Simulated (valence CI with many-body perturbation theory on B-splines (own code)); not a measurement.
# Sn²⁹⁺: key properties

Method: relativistic CI+MBPT: three valence electrons over a frozen Dirac-Fock core [Ar], radial functions for each j: 7 s, 7 p, 8 d, 6 f, 4 g, 1 h, with the one-electron correlation potential Σ1, the two-electron term Σ2, the three-electron term Σ3, Breit, model QED; selected CI, second order for the rest, scaled by the run's own slope (own B-spline code, finite nucleus).

The last digits are not significant, and no measured levels were compared; by estimate large intervals hold to a few tenths of a per cent, small ones and those within an open d or f shell to about a per cent. Only levels of the ground parity were solved; by the run's estimate the other parity begins above the list, which can be wrong where configurations are misplaced.

Names give the largest LS component (configuration and term), which can be under half, so a name can repeat, a term be missing and a line seem to break the LS rules; names also repeat where a configuration has a term twice.

Rates and lifetimes use the calculated energies. Strong lines usually hold to 10 to 20 %, long lifetimes can be off by a factor of two.

Q: What is the ground level?

A: 3d3 4F_3/2, composition 73 % 3d3 4F + 22 % 3d3 2D + 4 % 3d3 2P, g = 0.535.

Q: How well does LS coupling describe the low levels?

A: Among the lowest 19 levels the leading LS term, summed over configurations, holds 72 % on average. For single configurations the figures are 72 % in LS and 81 % in jj coupling. Terms mix most in the J = 9/2 level at 12.864 eV, where the leading one holds 40 %.

Q: What is the ionisation energy?

A: 1677.3 eV; NIST lists 1676 ± 4 eV (theoretical).

Q: How is the term 4F of the ground level split?

A: J = 3/2 at 0.000, J = 5/2 at 6.765, J = 7/2 at 10.951 eV.
